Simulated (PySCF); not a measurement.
C₁₀H₇ (doublet state).
SMILES with atom numbers: `[CH:1]#[C:2][c:3]1[cH:4][cH:5][cH:6][c:7][c:8]1[CH:9]=[CH2:10]` (hydrogens: H11 on C1; H12 on C4; H13 on C5; H14 on C6; H15 on C9; H16, H17 on C10)

Level of theory: PBE0-D3(BJ)/def2-SVP geometry optimisation, gas phase (PySCF).

Question: List the bond lengths, angles and torsions at this level.

Answer: 
| bond | length (Å) | order |
| --- | --- | --- |
| C1≡C2 | 1.214 | triple |
| C2–C3 | 1.428 | single |
| C3–C4 | 1.408 | aromatic |
| C4–C5 | 1.389 | aromatic |
| C5–C6 | 1.405 | aromatic |
| C6–C7 | 1.369 | aromatic |
| C7–C8 | 1.385 | aromatic |
| C8–C9 | 1.464 | single |
| C9=C10 | 1.339 | double |
| C3–C8 | 1.425 | aromatic |
| C1–H11 | 1.074 | single |
| C4–H12 | 1.091 | single |
| C5–H13 | 1.093 | single |
| C6–H14 | 1.093 | single |
| C9–H15 | 1.094 | single |
| C10–H16 | 1.094 | single |
| C10–H17 | 1.092 | single |

Orders are formal, as drawn. A selection of angles:
| angle | degrees |
| --- | --- |
| C1–C2–C3 | 179.4 |
| C2–C3–C4 | 119.3 |
| C2–C3–C8 | 120.7 |
| C4–C3–C8 | 120.0 |
| C3–C4–C5 | 121.4 |
| C4–C5–C6 | 119.9 |
| C5–C6–C7 | 116.4 |
| C6–C7–C8 | 127.6 |
| C7–C8–C9 | 123.5 |
| C3–C8–C7 | 114.6 |
| C3–C8–C9 | 121.8 |
| C8–C9–C10 | 124.8 |

Dihedral angles: C7–C8–C9–C10 0° (synperiplanar).

C9 (carbon bonded to 2 C and H) is planar (angles 124.8°, 119.8° and 115.4°, sum 360.0°, 0.00 Å off the plane of its three neighbours). C8 (carbon bonded to 3 C) is planar (angles 123.5°, 121.8° and 114.6°, sum 360.0°, 0.00 Å off the plane of its three neighbours). The 10 heavy atoms lie in one plane (0.001 Å rms). C6 (carbon bonded to 2 C and H) is planar (angles 122.4°, 121.3° and 116.4°, sum 360.0°, 0.00 Å off the plane of its three neighbours). C5 (carbon bonded to 2 C and H) is planar (angles 120.0°, 120.0° and 119.9°, sum 360.0°, 0.00 Å off the plane of its three neighbours). The 6-membered ring C3–C4–C5–C6–C7–C8 has internal angles of 114.6° to 127.6° (sum 720°, against 720° for a flat polygon); it is planar, 0.00 Å rms from its mean plane, widest ring torsion 0°. Of the pairs four or more bonds apart, C2···H15 is among the closest relative to their van der Waals radii: 2.51 Å, 87 % of the sum of Bondi's values.

Point group: Cs (every atom within 0.08 Å of its image). Not checked by PBE0-D3(BJ)/def2-SVP frequencies. ⟨S²⟩ = 0.764 (exact for a doublet: 0.75).

Hardware: one thread, x86-64 server (shared host). Cost: 2.3 min. These figures are those of the optimisation.

One conformer stands for the species.
